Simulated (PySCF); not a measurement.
Cl2Se, charge -1, doublet, geometry from GFN2-xTB (a state made from the parent by changing its charge; the spin is typed, not shown lowest); DF-CAMB3LYP/cc-pVDZ run with PySCF.

Input for PySCF:
```python
from pyscf import gto, scf, dft

mol = gto.M(
    atom='''
Se    0.099530    0.119852    0.833858
Cl    1.016909    1.229961   -0.750429
Cl   -1.215970   -1.469666   -0.917288
''',
    basis='cc-pvdz',
    charge=-1,
    spin=1,
    verbose=4,
)

mf = dft.UKS(mol)
mf.xc = 'camb3lyp'
mf = mf.density_fit(auxbasis='def2-universal-jkfit')
mf.kernel()
```

Problem. Write the output that PySCF gives for this input, abridged.

Solution. 
```
PySCF version 2.14.0

[INPUT] verbose = 4
[INPUT] num. atoms = 3
[INPUT] num. electrons = 69
[INPUT] charge = -1
[INPUT] spin (= nelec alpha-beta = 2S) = 1
[INPUT] symmetry False subgroup None
[INPUT] Mole.unit = angstrom
[INPUT] Symbol           X                Y                Z      unit          X                Y                Z       unit  Magmom
[INPUT]  1 Se     0.099530000000   0.119852000000   0.833858000000 AA    0.188084441178   0.226487455481   1.575763246778 Bohr   0.0
[INPUT]  2 Cl     1.016909000000   1.229961000000  -0.750429000000 AA    1.921679503605   2.324289433896  -1.418105285931 Bohr   0.0
[INPUT]  3 Cl    -1.215970000000  -1.469666000000  -0.917288000000 AA   -2.297850275687  -2.777266234585  -1.733423097350 Bohr   0.0

nuclear repulsion = 299.486406219595
number of shells = 16
number of NR pGTOs = 159
number of NR cGTOs = 63
basis = cc-pvdz
ecp = {}

******** <class 'pyscf.df.df_jk.DFUKS'> ********
method = DFUKS
initial guess = minao
damping factor = 0
level_shift factor = 0
DIIS = <class 'pyscf.scf.diis.CDIIS'>
diis_start_cycle = 1
diis_space = 8
diis_damp = 0
SCF conv_tol = 1e-09
SCF conv_tol_grad = None
SCF max_cycles = 50
direct_scf = False
number electrons alpha = 35  beta = 34
XC library pyscf.dft.libxc version 7.1.2
    S. Lehtola, C. Steigemann, M. J. T. Oliveira, and M. A. L. Marques,  SoftwareX 7, 1–5 (2018)
XC functionals = camb3lyp
    T. Yanai, D. P. Tew, and N. C. Handy,  Chem. Phys. Lett. 393, 51 (2004)
radial grids:
    Treutler-Ahlrichs [JCP 102, 346 (1995); DOI:10.1063/1.469408] (M4) radial grids

becke partition: Becke, JCP 88, 2547 (1988); DOI:10.1063/1.454033
pruning grids: <function nwchem_prune>
grids dens level: 3
symmetrized grids: False
atomic radii adjust function: <function treutler_atomic_radii_adjust>
small_rho_cutoff = 0
Set gradient conv threshold to 3.16228e-05
tot grids = 58184
******** <class 'pyscf.df.df.DF'> ********
auxbasis = def2-universal-jkfit
Create RSH-DF object <pyscf.df.df.DF object> for omega=0.33
******** <class 'pyscf.df.df.DF'> ********
auxbasis = auxmol.basis = def2-universal-jkfit
init E= -3321.15717983982

cycle= 1 E= -3322.09373615544  delta_E= -0.937  |g|= 0.263  |ddm|= 1.16
cycle= 2 E= -3322.10803681259  delta_E= -0.0143  |g|= 0.244  |ddm|= 0.598
cycle= 3 E= -3322.14191649259  delta_E= -0.0339  |g|= 0.0212  |ddm|= 0.277
cycle= 4 E= -3322.14230171888  delta_E= -0.000385  |g|= 0.0113  |ddm|= 0.0431
cycle= 5 E= -3322.1424134131  delta_E= -0.000112  |g|= 0.00387  |ddm|= 0.0174
cycle= 6 E= -3322.14243503267  delta_E= -2.16e-05  |g|= 0.00169  |ddm|= 0.00868
cycle= 7 E= -3322.14244128311  delta_E= -6.25e-06  |g|= 0.000586  |ddm|= 0.00566
cycle= 8 E= -3322.1424420488  delta_E= -7.66e-07  |g|= 0.000242  |ddm|= 0.00212
cycle= 9 E= -3322.14244218667  delta_E= -1.38e-07  |g|= 8.14e-05  |ddm|= 0.000934
cycle= 10 E= -3322.14244222562  delta_E= -3.89e-08  |g|= 4.12e-05  |ddm|= 0.000623
cycle= 11 E= -3322.14244223742  delta_E= -1.18e-08  |g|= 1.81e-05  |ddm|= 0.000401
cycle= 12 E= -3322.14244223978  delta_E= -2.36e-09  |g|= 7.54e-06  |ddm|= 0.000212
cycle= 13 E= -3322.14244224001  delta_E= -2.29e-10  |g|= 2.47e-06  |ddm|= 6.37e-05
Extra cycle  E= -3322.14244224005  delta_E= -4.14e-11  |g|= 1.44e-06  |ddm|= 9.02e-06
converged SCF energy = -3322.14244224005  <S^2> = 0.75356988  2S+1 = 2.0035667
```
